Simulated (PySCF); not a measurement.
PySCF (NMR shieldings with GIAOs, density fitting), isolated neutral molecules in closed-shell states, PBE0-D3(BJ)/def2-TZVP geometries kept fixed through all settings. Starting from B97-2/pcSseg-2, one thing was changed at a time: the functional to wB97X-D, the functional to KT3, the functional to PBE0.

Changes against B97-2/pcSseg-2 in 5 molecules:

```json
{"molecule": "CCC(F)CC", "changed to": "wB97X-D", "HOMO energy (eV)": "-2.17", "mean 13C shielding (ppm)": "+0.9", "mean 1H shielding (ppm)": "+0.01"}
{"molecule": "CCC(F)CC", "changed to": "KT3", "HOMO energy (eV)": "+1.11", "mean 13C shielding (ppm)": "-2.7", "mean 1H shielding (ppm)": "-0.04"}
{"molecule": "CCC(F)CC", "changed to": "PBE0", "HOMO energy (eV)": "-0.28", "mean 13C shielding (ppm)": "+0.7", "mean 1H shielding (ppm)": "-0.11"}
{"molecule": "CCC(C)(C)F", "changed to": "wB97X-D", "HOMO energy (eV)": "-2.17", "mean 13C shielding (ppm)": "+0.5", "mean 1H shielding (ppm)": "-0.01"}
{"molecule": "CCC(C)(C)F", "changed to": "KT3", "HOMO energy (eV)": "+1.10", "mean 13C shielding (ppm)": "-1.9", "mean 1H shielding (ppm)": "-0.02"}
{"molecule": "CCC(C)(C)F", "changed to": "PBE0", "HOMO energy (eV)": "-0.27", "mean 13C shielding (ppm)": "+0.6", "mean 1H shielding (ppm)": "-0.11"}
{"molecule": "C#CC#CC#CC#N", "changed to": "wB97X-D", "HOMO energy (eV)": "-1.86", "mean 13C shielding (ppm)": "-2.7", "mean 1H shielding (ppm)": "-0.09"}
{"molecule": "C#CC#CC#CC#N", "changed to": "KT3", "HOMO energy (eV)": "+0.75", "mean 13C shielding (ppm)": "+7.2", "mean 1H shielding (ppm)": "-0.01"}
{"molecule": "C#CC#CC#CC#N", "changed to": "PBE0", "HOMO energy (eV)": "-0.24", "mean 13C shielding (ppm)": "-2.0", "mean 1H shielding (ppm)": "-0.11"}
{"molecule": "C[Si](Cl)(Cl)[Si](Cl)(Cl)Cl", "changed to": "wB97X-D", "HOMO energy (eV)": "-2.01", "mean 13C shielding (ppm)": "+1.2", "mean 1H shielding (ppm)": "+0.03"}
{"molecule": "C[Si](Cl)(Cl)[Si](Cl)(Cl)Cl", "changed to": "KT3", "HOMO energy (eV)": "+0.86", "mean 13C shielding (ppm)": "-3.2", "mean 1H shielding (ppm)": "-0.02"}
{"molecule": "C[Si](Cl)(Cl)[Si](Cl)(Cl)Cl", "changed to": "PBE0", "HOMO energy (eV)": "-0.22", "mean 13C shielding (ppm)": "+0.5", "mean 1H shielding (ppm)": "-0.11"}
{"molecule": "CCC[C@@H](C)F", "changed to": "wB97X-D", "HOMO energy (eV)": "-2.17", "mean 13C shielding (ppm)": "+1.0", "mean 1H shielding (ppm)": "+0.02"}
{"molecule": "CCC[C@@H](C)F", "changed to": "KT3", "HOMO energy (eV)": "+1.11", "mean 13C shielding (ppm)": "-2.6", "mean 1H shielding (ppm)": "-0.03"}
{"molecule": "CCC[C@@H](C)F", "changed to": "PBE0", "HOMO energy (eV)": "-0.27", "mean 13C shielding (ppm)": "+0.6", "mean 1H shielding (ppm)": "-0.10"}
```

For `CC(C)(C)CF` the B97-2/pcSseg-2 run gave HOMO energy -8.66 eV, mean 13C shielding 142.2 ppm, mean 1H shielding 30.13 ppm. The changed runs lost their labels:

| run | HOMO energy (eV) | mean 13C shielding (ppm) | mean 1H shielding (ppm) |
| --- | --- | --- | --- |
| A | -10.83 | 142.5 | 30.13 |
| B | -7.57 | 140.4 | 30.13 |
| C | -8.93 | 142.6 | 30.03 |

Question: Which run belongs to which change?

Answer: A: wB97X-D; B: KT3; C: PBE0.

```csv
run,"change of HOMO energy (eV), here / mean of the others","change of mean 13C shielding (ppm), here / mean of the others","change of mean 1H shielding (ppm), here / mean of the others",next best match
A,-2.17 / -2.08,+0.3 / +0.2,0.00 / -0.01,PBE0
B,+1.09 / +0.99,-1.8 / -0.6,0.00 / -0.02,PBE0
C,-0.27 / -0.26,+0.4 / +0.1,-0.10 / -0.11,KT3
```

Each run is given to the change whose mean effect on the other molecules lies nearest, every quantity measured in units of its scatter between molecules.

Question: Would one quantity have been enough? Give each run to the change with the nearest mean effect on that quantity alone.

Answer: HOMO energy: 3 of 3 runs rightly; mean 13C shielding: 2 of 3 runs rightly; mean 1H shielding: 2 of 3 runs rightly.

Only sets that this rule tells apart clearly are shown.
